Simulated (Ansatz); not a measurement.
`C[SiH2][SbH][SH]` + H₂ → `[SH][SbH2]` + `C[SiH3]` at 400 K and 1 bar (hydrogenolysis of the Sb–Si bond).

Computed with Ansatz on PBE0-D4/def2-TZVP structures; ΔE is electronic, products minus reactants. CCSD(T)/CBS is the MP2 limit (def2-TZVPP, def2-QZVPP) plus CCSD(T) − MP2 in def2-TZVPP, frozen cores. This one scheme is used for every species. Elements past krypton have def2 core potentials. For Sb outer-core shells are correlated without core-valence functions, which leaves a few kJ/mol of doubt a bond. Each species was taken in one conformer, which may not be the lowest.

| species | CCSD(T)/CBS energy (Eh) | H − E (kJ/mol) | S (J/(mol·K)) |
| --- | --- | --- | --- |
| `C[SiH2][SbH][SH]` | -969.16540 | 222.5 | 426.8 |
| H₂ | -1.17544 | 38.0 | 139.0 |
| `[SH][SbH2]` | -639.59431 | 80.2 | 311.9 |
| `C[SiH3]` | -330.73916 | 180.9 | 277.1 |

H − E and S are ideal-gas, rigid-rotor, harmonic terms from PBE0-D4/def2-TZVP, for one conformer and one mirror image of each species. The MP2-based limit puts H₂ 0.8 mEh under its directly extrapolated value; such offsets cancel only in part. 1 Eh = 2625.50 kJ/mol, R = 8.31446 J/(mol·K).

Task: By hand: ΔE, ΔH, ΔS and ΔG.

Result: ΔE = (-639.59431) + (-330.73916) − (-969.16540) − (-1.17544) = 0.00737 Eh = 19.3 kJ/mol. Δ(H − E) = 80.2 + 180.9 − 222.5 − 38.0 = 0.6, so ΔH = 19.9 kJ/mol. ΔS = 311.9 + 277.1 − 426.8 − 139.0 = 23.2 J/(mol·K). ΔG = 19.9 − 400 × (23.2)/1000 = 10.6 kJ/mol.

Task: By hand: the equilibrium constant, and the temperature at which ΔG would vanish if ΔH and ΔS stayed fixed.

Result: log₁₀ K = −ΔG/(RT ln 10) = -1.4. ΔG = 0 at ΔH/ΔS = 858 K.

TΔS isn't small against ΔH here. A doubt of 5 kJ/mol in ΔE shifts log₁₀ K by 0.7 here. Other conformers and mirror images would add mixing entropy, several J/(mol·K) or more a flexible species. Modes under 60 cm⁻¹, often nearly free rotors, make the harmonic entropy too high. These are equilibria of isolated gas molecules and say nothing of rates. Largest T1 diagnostic: 0.013 (customary marks: 0.02 for closed shells, 0.045 for open ones).
